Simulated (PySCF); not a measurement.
# Basis-set dependence of population analyses: `BN([SiH3])[SiH2]P`

Species: BH9NPSi2.
Geometry (PBE0-D3(BJ)/def2-SVP, Å), atoms numbered from 1 in this order:
```xyz
14
BH9NPSi2 angstrom
B     -1.7970   -1.0899   -0.2340
N     -0.8347   -0.1706    0.2427
Si    -1.3105    1.4418    0.8088
Si     0.8513   -0.7243    0.3175
P      2.1985    1.0974    0.4121
H     -2.9688   -0.7872   -0.2716
H     -1.4392   -2.1887   -0.6048
H     -0.6539    2.4871   -0.0326
H     -2.7903    1.5546    0.7015
H     -0.8756    1.6353    2.2236
H      1.0933   -1.4881    1.5790
H      1.1249   -1.6044   -0.8529
H      2.2012    1.3003   -1.0019
H      3.3729    0.2827    0.4016
```

PBE0 throughout (PySCF), one geometry, spherical d and f functions. The structure is a single PBE0-D3(BJ)/def2-SVP conformer in the gas phase; no vibrational or solvent corrections. Atoms taken as equivalent share a column and are averaged. The first 7 of 9 kinds of atom are listed.

Mulliken charges (e):

```tsv
basis	functions	B1	N2	Si3	Si4	P5	H6/H7	H8/H9/H10
STO-3G	46	+0.114	-0.573	+0.640	+0.551	+0.132	-0.076	-0.112
6-31G	75	+0.310	-1.069	+0.761	+0.714	-0.156	-0.047	-0.103
pcSseg-0	75	+0.203	-1.254	+0.678	+0.688	-0.386	+0.023	-0.052
6-31G*	100	+0.124	-0.656	+0.492	+0.508	-0.233	-0.022	-0.063
cc-pVDZ	127	+0.034	-0.329	+0.307	+0.305	-0.153	-0.047	-0.036
def2-SVP	127	+0.074	-0.518	+0.462	+0.441	-0.150	-0.040	-0.063
aug-cc-pVDZ	208	-1.515	-0.182	-0.876	-0.431	-1.040	+0.665	+0.366
6-311+G(2d,p)	213	+0.077	-0.849	+0.566	+0.507	-0.221	-0.008	-0.052
def2-TZVP	227	-0.093	-0.176	+0.177	+0.218	-0.257	+0.001	-0.014
cc-pVTZ	288	-0.107	-0.144	+0.174	+0.225	-0.161	-0.001	-0.014
IGLO-III	292	+0.277	-0.758	+0.807	+0.748	-0.065	-0.083	-0.159
pcSseg-2	327	+0.363	-0.814	+0.687	+0.581	-0.075	-0.091	-0.120
```

IAO charges (e):

```tsv
basis	functions	B1	N2	Si3	Si4	P5	H6/H7	H8/H9/H10
STO-3G	46	-0.012	-0.657	+0.701	+0.631	+0.033	-0.021	-0.114
6-31G	75	-0.014	-0.665	+0.574	+0.579	-0.134	+0.001	-0.077
pcSseg-0	75	-0.020	-0.672	+0.573	+0.577	-0.158	-0.003	-0.074
6-31G*	100	+0.010	-0.733	+0.705	+0.697	-0.105	-0.005	-0.114
cc-pVDZ	127	-0.014	-0.716	+0.694	+0.692	-0.115	0.000	-0.111
def2-SVP	127	-0.004	-0.721	+0.715	+0.706	-0.109	-0.005	-0.117
aug-cc-pVDZ	208	-0.013	-0.721	+0.696	+0.697	-0.124	0.000	-0.111
6-311+G(2d,p)	213	-0.008	-0.744	+0.731	+0.724	-0.112	0.000	-0.120
def2-TZVP	227	-0.005	-0.751	+0.742	+0.735	-0.113	-0.001	-0.123
cc-pVTZ	288	-0.006	-0.743	+0.726	+0.723	-0.119	-0.001	-0.119
IGLO-III	292	-0.008	-0.749	+0.739	+0.730	-0.111	0.000	-0.122
pcSseg-2	327	-0.003	-0.749	+0.740	+0.730	-0.112	-0.001	-0.122
```

Hirshfeld charges (e):

```csv
basis,functions,B1,N2,Si3,Si4,P5,H6/H7,H8/H9/H10
STO-3G,46,+0.071,-0.273,+0.423,+0.377,+0.064,-0.092,-0.077
6-31G,75,+0.104,-0.290,+0.344,+0.313,-0.020,-0.061,-0.065
pcSseg-0,75,+0.092,-0.270,+0.357,+0.337,-0.010,-0.071,-0.071
6-31G*,100,+0.117,-0.274,+0.336,+0.305,-0.022,-0.060,-0.068
cc-pVDZ,127,+0.109,-0.263,+0.345,+0.320,-0.003,-0.065,-0.073
def2-SVP,127,+0.110,-0.266,+0.351,+0.326,+0.002,-0.067,-0.075
aug-cc-pVDZ,208,+0.114,-0.299,+0.350,+0.326,-0.003,-0.061,-0.071
"6-311+G(2d,p)",213,+0.119,-0.302,+0.354,+0.324,-0.001,-0.062,-0.072
def2-TZVP,227,+0.119,-0.292,+0.348,+0.322,-0.005,-0.062,-0.072
cc-pVTZ,288,+0.117,-0.285,+0.347,+0.322,-0.006,-0.063,-0.072
IGLO-III,292,+0.114,-0.292,+0.344,+0.322,+0.004,-0.063,-0.071
pcSseg-2,327,+0.118,-0.298,+0.352,+0.327,-0.005,-0.061,-0.072
```

Some averages cover members that differ in this geometry, most widely: H6/H7, Mulliken in aug-cc-pVDZ +0.647 to +0.684 e.

**Question.** Which scheme is steadiest as the basis changes?

**Answer.** Largest range over the bases for any column: Hirshfeld 0.09 e, IAO 0.19 e, Mulliken 1.88 e. Hirshfeld charges move least and Mulliken charges most, counted in e. Without the minimal STO-3G basis the ranges are Hirshfeld 0.04, IAO 0.17, Mulliken 1.88 e.

**Question.** How much do the charges still move between the two largest bases, IGLO-III and pcSseg-2?

**Answer.** At most, over all atoms: Mulliken 0.167 e, IAO 0.005 e, Hirshfeld 0.009 e.

**Question.** What do the same runs give for the total energy, the frontier levels and the dipole moment?

**Answer.** 
| basis | energy (Eh) | HOMO (eV) | LUMO (eV) | μ (D) |
| --- | --- | --- | --- | --- |
| STO-3G | -993.3604 | -4.75 | 4.01 | 1.98 |
| 6-31G | -1004.7325 | -7.56 | 0.00 | 1.08 |
| pcSseg-0 | -1003.6321 | -7.74 | -0.28 | 1.27 |
| 6-31G* | -1004.8614 | -7.62 | -0.13 | 0.86 |
| cc-pVDZ | -1004.9178 | -7.63 | -0.41 | 0.91 |
| def2-SVP | -1004.5746 | -7.67 | -0.44 | 0.95 |
| aug-cc-pVDZ | -1004.9273 | -7.69 | -0.75 | 0.81 |
| 6-311+G(2d,p) | -1004.9790 | -7.71 | -0.75 | 0.81 |
| def2-TZVP | -1004.9904 | -7.70 | -0.67 | 0.82 |
| cc-pVTZ | -1004.9946 | -7.70 | -0.63 | 0.83 |
| IGLO-III | -1004.9913 | -7.68 | -0.71 | 0.85 |
| pcSseg-2 | -1005.0097 | -7.71 | -0.70 | 0.83 |

The dipole is fixed by the density alone, so its range of 1.17 D shows that the density itself changes with the basis, not only its division among atoms.
